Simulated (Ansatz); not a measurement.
C₃H₆Sn (`C1=[CH][SnH2][CH2]1`). Total charge 0; spin multiplicity 1. Correlated methods include outer-core shells of Sn, which these sets cover unevenly. Sn takes the def2 core potential.

```xyz
10

C    -0.7892    0.7671   -0.4662
C    -0.2984   -0.1404   -1.3188
Sn    0.9222   -1.0310    0.1844
C    -0.2464    0.6464    0.9368
H    -1.5174    1.5354   -0.7350
H    -0.5551   -0.2302   -2.3680
H     2.6219   -0.8689    0.0741
H     0.5462   -2.6087    0.7293
H     0.3186    1.5183    1.2738
H    -1.0024    0.4119    1.6895
```

**Question.** Give the diagnostics of a CCSD(T)/def2-TZVPP run (frozen core, Ansatz). (An estimate is asked.)

**Answer.** Computed: T1 = 0.0129, largest single amplitude 0.025, largest double 0.047, (T) share of the correlation energy 4.0 %, 9 CCSD cycles. The RHF solution is stable towards an unrestricted one. T1 lies under the customary mark of 0.02 for closed shells.
